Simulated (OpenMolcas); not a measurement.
**GaNH3 (SMILES [NH2][GaH]): the vertical energy of the quartet above the doublet from total energies**

GaNH3: 5 atoms, total charge 0, spin state doublet. As SMILES, `[NH2][GaH]`. Geometry: relaxed at PBE0-D4/def2-TZVP. This is one conformer, not always the lowest.

Both states at this one shape; open shells run unrestricted unless said. 1 Eh = 27.2114 eV.

```tsv
level	program	doublet GaNH3 (Eh)	quartet GaNH3 (Eh)
U-revPBE/def2-TZVP	OpenMolcas	-1981.248906	-1981.074370
UTPSS/def2-TZVP	OpenMolcas	-1981.404742	-1981.234437
UM06-2X/def2-TZVP	OpenMolcas	-1981.373086	-1981.193058
```

Task: Work out the vertical gap, second state less first, at each level.

Result: 
1. U-revPBE/def2-TZVP: -1981.074370 − (-1981.248906) = 0.174536 Eh = 4.75 eV.
2. UTPSS/def2-TZVP: -1981.234437 − (-1981.404742) = 0.170305 Eh = 4.63 eV.
3. UM06-2X/def2-TZVP: -1981.193058 − (-1981.373086) = 0.180028 Eh = 4.90 eV.

No measured value is set beside it here; the levels span 4.63 to 4.90 eV. All-electron rows are non-relativistic unless named.
